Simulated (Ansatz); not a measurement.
Ligand exchange: Ge3SiH10 + CH6S2Si → Ge3Si2H12 + CH4S2

Species: Ge3SiH10 `[GeH3][SiH2][GeH2][GeH3]`, singlet; CH6S2Si `CSS[SiH3]`, singlet; Ge3Si2H12 `[SiH3][GeH2][GeH2][SiH2][GeH3]`, singlet; CH4S2 `CSS`, singlet. The partners trade H for SiH3: Ge–H and S–SiH3 bonds give way to Ge–SiH3 and S–H.

Shapes, held fixed at every level: PBE0-D4/def2-TZVP. Flexible molecules stand in one conformer, not always the lowest. Programs: Ansatz 0.2.0. Electronic energies: no zero-point or thermal term.

Estimate ΔE of this reaction.

The highest level, CCSD(T)/def2-TZVPP, gives ΔE = +30.9 kJ/mol; the levels span +28.6 to +36.0. The column of differences is taken from that level and isn't an error. No measured value is set beside it here. Relativity is left out for Ge. Outer-core shells of Ge are correlated, in sets that cover them unevenly.

```json
{"level": "SPW92/def2-TZVPP", "kind": "LDA", "ΔE (kJ/mol)": "+28.6", "less CCSD(T)/def2-TZVPP": "-2.3"}
{"level": "B3LYP-D4/def2-TZVPP", "kind": "global hybrid", "ΔE (kJ/mol)": "+31.1", "less CCSD(T)/def2-TZVPP": "+0.2"}
{"level": "r2SCAN0-D4/def2-TZVPP", "kind": "global hybrid", "ΔE (kJ/mol)": "+32.4", "less CCSD(T)/def2-TZVPP": "+1.5"}
{"level": "B2PLYP/def2-TZVPP", "kind": "double hybrid", "ΔE (kJ/mol)": "+35.4", "less CCSD(T)/def2-TZVPP": "+4.5"}
{"level": "MP2/def2-SVP", "kind": "perturbation theory", "ΔE (kJ/mol)": "+36.0", "less CCSD(T)/def2-TZVPP": "+5.1"}
{"level": "CCSD/def2-SVP", "kind": "coupled cluster or CI", "ΔE (kJ/mol)": "+31.9", "less CCSD(T)/def2-TZVPP": "+1.0"}
{"level": "CCSD(T)/def2-TZVPP", "kind": "coupled cluster or CI", "ΔE (kJ/mol)": "+30.9", "less CCSD(T)/def2-TZVPP": "0.0"}
```
